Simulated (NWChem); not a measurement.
**Basis-set dependence for vinylene carbonate (C$_{3}$H$_{2}$O$_{3}$)**

SMILES: O=c1occo1
```xyz
8

O      0.0000     0.0000    -1.9753
C      0.0000     0.0000    -0.7885
O     -1.1038     0.0000     0.0229
C     -0.6685     0.0000     1.3282
C      0.6685     0.0000     1.3282
O      1.1038     0.0000     0.0229
H     -1.4173     0.0000     2.1143
H      1.4173     0.0000     2.1143
```
Charge 0, spin multiplicity 1.

Program: NWChem. All single points use one geometry, from B3LYP/def2-SVP, a minimum by its harmonic frequencies.

Hartree-Fock energies in Ha, correlation energies in mHa.

The correlated methods keep 6 core orbitals frozen. Coupled-cluster values serve here as a point of comparison, not as the truth.

| basis | functions | RHF | MP2 | SCS-MP2 | CCSD | CR-CCSD[T] | CR-CCSD(T) |
|---|---|---|---|---|---|---|---|
| 3-21G | 58 | -337.42854 | -618.9 | -602.3 | -631.7 | -650.8 | -648.8 |
| cc-pVDZ | 94 | -339.36140 | -921.4 | -887.0 | -939.9 | -965.2 | -963.3 |

From 3-21G to cc-pVDZ the Hartree-Fock energy moves by -1932.9 mHa and the MP2 correlation energy by -302.5 mHa, which is 33 % of its value in the larger set.
